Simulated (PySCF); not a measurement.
What settings do to a single point of Hg2F2

The sound run of Hg2F2 (singlet) uses PySCF 2.14.0, RKS TPSS, Hg def2-SVP with ECP60, F def2-SVP; non-relativistic Hamiltonian with scalar-relativistic core potentials where named; density fitting; no spin-orbit coupling, grid (50, 194), threshold 1e-8 Eh and 55 cycles, at the relaxed geometry:

```xyz
4

Hg    0.0000    0.0000    1.7805
Hg    0.0000    0.0000   -1.7805
F     1.3843    0.0000    0.0000
F    -1.3843    0.0000    0.0000
```

There Hg1 has a Mulliken charge of 0.38 e and the dipole about the centre of mass is 0.00 D. Each run below changes one thing and starts from free metal ions and neutral atoms unless it says otherwise; with 55 cycles, smearing, a level shift and second-order steps follow where DIIS fails, and their cycles count. Energy shifts count from the sound run.

```
                                          change    outcome  cycles  energy shift (eV)  largest force component (eV/Å)  charge on Hg1 (e)  dipole about the centre of mass (D)
                                 threshold 1e-06  converged      11             0.0000                            0.00               0.38                                 0.01
charge changed by +1, spin kept, limit 65 cycles    refused       –                  –                               –                  –                                    –
                                   grid (30, 86)  converged      11            -0.0370                            0.22               0.39                                 0.01
```

How does the run with this change end: start from the bare core Hamiltonian, limit 95 cycles?

outcome converged, cycles 13, energy shift (eV) 0.0000, largest force component (eV/Å) 0.00, charge on Hg1 (e) 0.38, dipole about the centre of mass (D) 0.00.

Forces carry noise of the integration grid, about 0.01 to 0.03 eV/Å.

No frequency check is given that shows the relaxed geometry to be a minimum. The gap of the closed shell is small, and it wasn't tested for a lower spin-broken solution at this geometry.
